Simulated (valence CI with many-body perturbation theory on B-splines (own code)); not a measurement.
## Energy levels of Gd L

Computed by configuration interaction combined with many-body perturbation theory (CI+MBPT): five valence electrons over a frozen Dirac-Fock core [Ne], a basis of 11 s, 11 p, 10 d, 8 f, 5 g, 2 h functions for each j, with the one-electron correlation potential Σ1 (screened to all orders), the two-electron term Σ2, the three-electron term Σ3, Breit, model QED; selected single and double excitations, second order for the rest, scaled by the run's own slope (own B-spline code, finite nucleus).

The last digits are not significant, and no measured levels were compared; by estimate large intervals hold to a few tenths of a per cent, small ones and those within an open d or f shell to about a per cent. Among the levels kept, up to 3200 cm⁻¹ of a level comes from second order outside the variational space, and about a tenth of that is noise between levels of different J, which matters for small intervals.

Levels 136 to 167 of 167, with energies above the lowest level, (3s^2 3p1/2^2 3p3/2) J=3/2. "Leading %" is the weight of the configuration and term that name the level; weights of strongly mixed levels are sums over their largest components and can fall short, so below about 35 % the name and the second component can differ from the true leading terms, or belong to a minority configuration. In the jj column 3d3/2^4 stands for four electrons in 3d with j = 3/2.

```csv
No.,Configuration,Term,J,E (eV),Leading %,Leading jj,Second component
136,3s2 3p 3d2,4D°,3/2,795.97,30,3s^2 3p3/2 3d3/2 3d5/2 (75 %),20 % 3s2 3p 3d2 2D°
137,3s2 3p 3d2,4D°,5/2,796.18,39,3s^2 3p3/2 3d3/2 3d5/2 (82 %),20 % 3s2 3p 3d2 2F°
138,3s2 3p 3d2,4P°,5/2,797.06,44,3s^2 3p3/2 3d3/2 3d5/2 (85 %),22 % 3s2 3p 3d2 4D°
139,3s2 3p 3d2,2F°,7/2,797.39,31,3s^2 3p3/2 3d3/2 3d5/2 (86 %),28 % 3s2 3p 3d2 4D°
140,3s2 3p 3d2,2S°,1/2,798.68,32,3s^2 3p3/2 3d3/2 3d5/2 (70 %),20 % 3s2 3p 3d2 4P°
141,3s 3p2 3d2,2D,5/2,802.00,17,3s 3p1/2^2 3d5/2^2 (91 %),12 % 3s 3p2 3d2 4D
142,3s 3p2 3d2,2F,7/2,806.12,21,3s 3p1/2^2 3d5/2^2 (87 %),10 % 3s 3p2 3d2 4H
143,3s 3p2 3d2,2D,3/2,811.61,20,3s 3p1/2^2 3d5/2^2 (86 %),17 % 3s 3p2 3d2 4F
144,3s2 3p 3d2,2G°,7/2,813.46,37,3s^2 3p3/2 3d3/2 3d5/2 (77 %),19 % 3s2 3p 3d2 4D°
145,3s2 3p 3d2,2D°,5/2,816.98,39,3s^2 3p3/2 3d3/2 3d5/2 (40 %),15 % 3s2 3p 3d2 2F°
146,3s2 3p 3d2,2G°,9/2,821.54,72,3s^2 3p3/2 3d3/2 3d5/2 (86 %),16 % 3s2 3p 3d2 2H°
147,3s2 3p 3d2,2D°,5/2,821.93,47,3s^2 3p3/2 3d3/2 3d5/2 (44 %),19 % 3s2 3p 3d2 4D°
148,3s2 3p 3d2,2H°,11/2,821.93,59,3s^2 3p3/2 3d5/2^2 (81 %),39 % 3s2 3p 3d2 4G°
149,3s2 3p 3d2,2D°,3/2,823.00,27,3s^2 3p3/2 3d3/2 3d5/2 (79 %),22 % 3s2 3p 3d2 2P°
150,3p4 3d,4D,3/2,825.62,20,3p1/2^2 3p3/2^2 3d3/2 (55 %),18 % 3p4 3d 2D
151,3s2 3p 3d2,2D°,3/2,826.84,26,3s^2 3p3/2 3d3/2 3d5/2 (76 %),23 % 3s2 3p 3d2 4S°
152,3s 3p2 3d2,4P,1/2,827.42,42,3s 3p1/2^2 3d5/2^2 (85 %),20 % 3s 3p2 3d2 2S
153,3s2 3p 3d2,2F°,7/2,827.46,47,3s^2 3p3/2 3d5/2^2 (86 %),31 % 3s2 3p 3d2 4D°
154,3s2 3p 3d2,2P°,1/2,829.22,68,3s^2 3p3/2 3d3/2 3d5/2 (65 %),11 % 3s2 3p 3d2 4D°
155,3s2 3p 3d2,2F°,5/2,831.33,61,3s^2 3p3/2 3d3/2 3d5/2 (81 %),18 % 3s2 3p 3d2 2D°
156,3s2 3p 3d2,4F°,9/2,832.11,45,3s^2 3p3/2 3d5/2^2 (87 %),44 % 3s2 3p 3d2 2G°
157,3p4 3d,4D,5/2,836.82,24,3p1/2^2 3p3/2^2 3d3/2 (50 %),9 % 3p4 3d 2F
158,3s 3p2 3d2,6F,1/2,838.66,31,3s 3p1/2 3p3/2 3d3/2^2 (60 %),19 % 3s 3p2 3d2 4D
159,3p4 3d,2F,7/2,844.73,25,3p1/2^2 3p3/2^2 3d3/2 (77 %),24 % 3p4 3d 2G
160,3s2 3p 3d2,2P°,1/2,845.45,56,3s^2 3p3/2 3d5/2^2 (49 %),13 % 3p5 2P°
161,3p5,2P°,1/2,847.37,52,3p1/2 3p3/2^4 (52 %),18 % 3s2 3p 3d2 2P°
162,3s 3p2 3d2,6F,3/2,847.79,33,3s 3p1/2 3p3/2 3d3/2^2 (68 %),16 % 3s 3p2 3d2 6G
163,3s 3p2 3d2,6F,1/2,848.86,34,3s 3p1/2 3p3/2 3d3/2^2 (44 %),21 % 3p4 3d 4P
164,3s 3p2 3d2,6G,5/2,850.40,24,3s 3p1/2 3p3/2 3d3/2^2 (58 %),14 % 3s 3p2 3d2 6F
165,3s 3p2 3d2,6G,7/2,853.23,31,3s 3p1/2 3p3/2 3d3/2^2 (83 %),22 % 3s 3p2 3d2 4G
166,3p4 3d,2D,3/2,858.23,41,3p1/2^2 3p3/2^2 3d3/2 (74 %),16 % 3p4 3d 4F
167,3s2 3p 3d2,2P°,3/2,858.41,71,3s^2 3p3/2 3d5/2^2 (91 %),7 % 3s2 3p 3d2 2D°
```

Where two levels of one J and parity lie close, their mixing, g and order are uncertain.
